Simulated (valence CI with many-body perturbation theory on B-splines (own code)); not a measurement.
**In XLII: electric-dipole lines**

Calculated by relativistic CI+MBPT: six valence electrons over a frozen Dirac-Fock core [He], radial functions for each j: 9 s, 9 p, 8 d, 6 f, 3 g, 1 h, with the one-electron correlation potential Σ1, the two-electron term Σ2, the three-electron term Σ3, Breit, model QED; selected CI, second order for the rest, scaled by the run's own slope (own B-spline code, finite nucleus).

The last digits are not significant, and no measured levels were compared; by estimate large intervals hold to a few tenths of a per cent, small ones and those within an open d or f shell to about a per cent. Among the levels kept, up to 2200 cm⁻¹ of a level comes from second order outside the variational space, and about a tenth of that is noise between levels of different J, which matters for small intervals.

Lines 1 to 50 of 232 in falling wavelength, among levels below 32844 × 10³ cm⁻¹, chosen from the strongest by gf and those to the six lowest levels. Wavelengths and rates use the calculated energies. Electric multipoles are in the length gauge with retardation, E1 and E2 with the static RPA response of the core. Weak lines are less certain than strong ones. Lines between different terms over intervals too small for the method are left out, as are lines whose strength nearly cancels. The highest levels of a list are the least certain.

Levels are named by their leading jj configuration (3d3/2^4 stands for four electrons in 3d with j = 3/2), which in mixed levels can hold well under half, so a name can repeat and another be missing. Letters in brackets count levels of one name in rising energy.

```tsv
λ vac (Å)	Upper	Lower	A (s⁻¹)	S (a.u.)
398.4	(2s 2p1/2^2 2p3/2^3) J=1	(2s^2 2p3/2^4) J=0	3.54e+06	3.32e-04
207.0	(2s^2 2p1/2 2p3/2^2 3p1/2) J=3	(2s^2 2p1/2^2 2p3/2 3d5/2) J=2	1.13e+09	3.45e-02
204.4	(2s^2 2p1/2 2p3/2^2 3p1/2) J=1 [b]	(2s^2 2p1/2 2p3/2^2 3s) J=1 [b]	2.98e+09	3.77e-02
198.6	(2s^2 2p1/2^2 2p3/2 3p1/2) J=2	(2s^2 2p1/2^2 2p3/2 3s) J=1	2.78e+09	5.37e-02
194.7	(2s^2 2p1/2 2p3/2^2 3p1/2) J=3	(2s^2 2p1/2 2p3/2^2 3s) J=2 [b]	2.05e+09	5.23e-02
190.6	(2s^2 2p1/2 2p3/2^2 3p1/2) J=2 [a]	(2s^2 2p1/2 2p3/2^2 3s) J=1 [a]	2.19e+09	3.74e-02
190.5	(2s^2 2p1/2 2p3/2^2 3p1/2) J=1 [a]	(2s^2 2p1/2 2p3/2^2 3s) J=2 [a]	3.32e+09	3.40e-02
185.8	(2s^2 2p1/2^2 2p3/2 3p1/2) J=1	(2s^2 2p1/2^2 2p3/2 3s) J=2	6.10e+09	5.80e-02
185.6	(2s^2 2p1/2 2p3/2^2 3p1/2) J=1 [a]	(2s^2 2p1/2^2 2p3/2 3d3/2) J=2	2.55e+09	2.42e-02
181.6	(2s^2 2p1/2 2p3/2^2 3p1/2) J=3	(2s^2 2p1/2 2p3/2^2 3s) J=3	3.62e+09	7.50e-02
181.0	(2s^2 2p1/2^2 2p3/2 3p1/2) J=2	(2s^2 2p1/2^2 2p3/2 3s) J=2	4.71e+09	6.89e-02
172.6	(2s^2 2p1/2 2p3/2^2 3p1/2) J=2 [a]	(2s^2 2p1/2 2p3/2^2 3s) J=2 [a]	2.44e+09	3.10e-02
168.7	(2s^2 2p1/2 2p3/2^2 3p1/2) J=2 [a]	(2s^2 2p1/2^2 2p3/2 3d3/2) J=2	1.94e+09	2.30e-02
159.4	(2s^2 2p1/2 2p3/2^2 3d3/2) J=4	(2s^2 2p1/2 2p3/2^2 3p3/2) J=4	1.72e+09	3.08e-02
158.0	(2s^2 2p1/2^2 2p3/2 3d3/2) J=3	(2s^2 2p1/2^2 2p3/2 3p3/2) J=3	2.42e+09	3.30e-02
149.3	(2s^2 2p1/2^2 2p3/2 3d5/2) J=1	(2s^2 2p1/2^2 2p3/2 3p3/2) J=0	5.32e+09	2.62e-02
149.2	(2s^2 2p1/2 2p3/2^2 3d5/2) J=2	(2s^2 2p1/2 2p3/2^2 3p3/2) J=1 [b]	3.61e+09	2.96e-02
146.1	(2s^2 2p1/2^2 2p3/2 3d5/2) J=2	(2s^2 2p1/2^2 2p3/2 3p3/2) J=2	3.14e+09	2.41e-02
145.9	(2s^2 2p1/2 2p3/2^2 3d3/2) J=3 [a]	(2s^2 2p1/2 2p3/2^2 3p3/2) J=3 [a]	2.38e+09	2.55e-02
140.4	(2s^2 2p1/2 2p3/2^2 3p1/2) J=2 [b]	(2s^2 2p1/2 2p3/2^2 3s) J=3	1.17e+10	7.98e-02
139.5	(2s^2 2p1/2 2p3/2^2 3d5/2) J=3 [b]	(2s^2 2p1/2 2p3/2^2 3p3/2) J=2 [b]	9.72e+09	9.10e-02
138.3	(2s^2 2p1/2 2p3/2^2 3d5/2) J=1 [a]	(2s^2 2p1/2 2p3/2^2 3p3/2) J=1 [a]	6.67e+09	2.62e-02
136.5	(2s^2 2p1/2 2p3/2^2 3p1/2) J=0	(2s^2 2p1/2 2p3/2^2 3s) J=1 [b]	1.49e+10	1.88e-02
136.4	(2s^2 2p1/2 2p3/2^2 3d5/2) J=4 [b]	(2s^2 2p1/2 2p3/2^2 3p3/2) J=4	3.24e+09	3.66e-02
134.4	(2s^2 2p1/2^2 2p3/2 3d5/2) J=4	(2s^2 2p1/2^2 2p3/2 3p3/2) J=3	1.77e+10	1.91e-01
134.1	(2s^2 2p1/2 2p3/2^2 3d5/2) J=5	(2s^2 2p1/2 2p3/2^2 3p3/2) J=4	1.77e+10	2.32e-01
133.9	(2s^2 2p1/2 2p3/2^2 3d5/2) J=4 [b]	(2s^2 2p1/2 2p3/2^2 3p3/2) J=3 [b]	1.39e+10	1.48e-01
133.8	(2s^2 2p1/2 2p3/2^2 3d5/2) J=3 [a]	(2s^2 2p1/2 2p3/2^2 3p3/2) J=2 [a]	1.37e+10	1.13e-01
133.4	(2s^2 2p1/2 2p3/2^2 3d5/2) J=4 [a]	(2s^2 2p1/2 2p3/2^2 3p3/2) J=3 [a]	1.71e+10	1.80e-01
131.6	(2s^2 2p1/2 2p3/2^2 3d5/2) J=3 [a]	(2s^2 2p1/2 2p3/2^2 3p3/2) J=3 [a]	2.15e+09	1.70e-02
129.8	(2s^2 2p1/2^2 2p3/2 3d5/2) J=3	(2s^2 2p1/2^2 2p3/2 3p3/2) J=2	1.62e+10	1.22e-01
127.6	(2s^2 2p1/2 2p3/2^2 3s) J=2 [b]	(2s^2 2p1/2^2 2p3/2 3p3/2) J=1	4.80e+09	2.46e-02
122.8	(2s^2 2p1/2^2 2p3/2 3d5/2) J=2	(2s^2 2p1/2^2 2p3/2 3p3/2) J=1	7.62e+09	3.48e-02
118.6	(2s^2 2p1/2 2p3/2^2 3d5/2) J=1 [a]	(2s^2 2p1/2 2p3/2^2 3p3/2) J=0	6.03e+09	1.49e-02
112.0	(2s^2 2p1/2 2p3/2^2 3p3/2) J=4	(2s^2 2p1/2^2 2p3/2 3d5/2) J=3	2.84e+09	1.78e-02
110.9	(2s^2 2p1/2^2 2p3/2 3d5/2) J=3	(2s^2 2p1/2^2 2p3/2 3p3/2) J=3	3.02e+09	1.42e-02
108.6	(2s^2 2p1/2^2 2p3/2 3d5/2) J=1	(2s^2 2p1/2^2 2p3/2 3p3/2) J=1	1.26e+10	2.38e-02
108.2	(2s^2 2p1/2 2p3/2^2 3d5/2) J=3 [b]	(2s^2 2p1/2 2p3/2^2 3p3/2) J=3 [b]	1.00e+10	4.38e-02
107.0	(2s^2 2p1/2 2p3/2^2 3p3/2) J=1 [a]	(2s^2 2p1/2^2 2p3/2 3d5/2) J=2	9.22e+09	1.67e-02
106.6	(2s^2 2p1/2 2p3/2^2 3d5/2) J=2	(2s^2 2p1/2 2p3/2^2 3p3/2) J=2 [a]	5.07e+09	1.52e-02
103.7	(2s^2 2p1/2 2p3/2^2 3p3/2) J=1 [a]	(2s^2 2p1/2 2p3/2^2 3s) J=2 [b]	1.16e+10	1.91e-02
103.6	(2s^2 2p1/2 2p3/2^2 3p3/2) J=3 [b]	(2s^2 2p1/2^2 2p3/2 3d5/2) J=2	9.81e+09	3.77e-02
103.1	(2s^2 2p1/2 2p3/2^2 3p3/2) J=0	(2s^2 2p1/2 2p3/2^2 3s) J=1 [a]	3.00e+10	1.63e-02
102.1	(2s^2 2p1/2 2p3/2^2 3p3/2) J=2 [a]	(2s^2 2p1/2 2p3/2^2 3s) J=1 [a]	1.88e+10	4.93e-02
101.9	(2s^2 2p1/2 2p3/2^2 3p3/2) J=2 [b]	(2s^2 2p1/2 2p3/2^2 3s) J=1 [b]	9.51e+09	2.48e-02
101.0	(2s^2 2p1/2^2 2p3/2 3p3/2) J=1	(2s^2 2p1/2^2 2p3/2 3s) J=1	3.82e+10	5.82e-02
100.5	(2s^2 2p1/2 2p3/2^2 3p3/2) J=3 [b]	(2s^2 2p1/2 2p3/2^2 3s) J=2 [b]	1.33e+10	4.67e-02
98.80	(2s^2 2p1/2 2p3/2^2 3d3/2) J=2 [b]	(2s^2 2p1/2 2p3/2^2 3p1/2) J=2 [b]	1.58e+10	3.75e-02
98.62	(2s^2 2p1/2 2p3/2^2 3d3/2) J=3 [a]	(2s^2 2p1/2 2p3/2^2 3p1/2) J=3	4.06e+09	1.34e-02
97.85	(2s^2 2p1/2 2p3/2^2 3p3/2) J=3 [a]	(2s^2 2p1/2 2p3/2^2 3s) J=2 [a]	2.90e+10	9.39e-02
```
